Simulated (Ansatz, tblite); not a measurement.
Forces on Ge₅H₄⁺ at its r2SCAN-D4/def2-SVP geometry. Total charge 1; doublet.

The xTB rows come from tblite. Another isomer (doublet) lies 0.74 eV lower at PBE0-D4/def2-TZVP; other spin states weren't run for this one.

GFN1-xTB (tblite), largest force 0.72 eV/Å:

```xyz
9
positions Å, forces eV/Å
Ge    1.803    0.619    0.463   -0.054   -0.359    0.225
Ge    0.496   -1.410    1.052   -0.221    0.645    0.037
Ge   -1.515   -0.183   -0.405   -0.141   -0.500    0.497
Ge   -1.940   -1.172    1.814    0.511    0.140   -0.369
Ge    0.196    1.240   -1.137    0.237    0.240   -0.405
H    -0.455   -0.425    2.264   -0.214   -0.261   -0.167
H     0.419    1.566   -2.624    0.017   -0.124    0.202
H     3.298    0.632    0.108   -0.357   -0.012   -0.172
H    -2.301   -0.867   -1.535    0.221    0.232    0.152
```

GFN2-xTB (tblite), largest force 1.12 eV/Å:

```
Ge 0.262 0.239 1.067
Ge 0.291 -0.770 -0.447
Ge -0.300 -0.296 0.338
Ge -0.658 -0.296 0.177
Ge 0.137 0.712 -0.494
H 0.047 0.528 0.397
H -0.025 -0.116 -0.373
H 0.206 -0.025 -0.466
H 0.039 0.024 -0.199
```

PBE-D4/def2-TZVP (Ansatz), largest force 0.37 eV/Å:

```
Ge -0.045 0.047 0.172
Ge 0.204 -0.245 -0.089
Ge -0.052 0.054 0.071
Ge -0.302 -0.113 0.183
Ge 0.021 0.140 -0.027
H 0.032 0.145 0.114
H 0.028 0.054 -0.200
H 0.214 0.009 -0.064
H -0.101 -0.092 -0.160
```
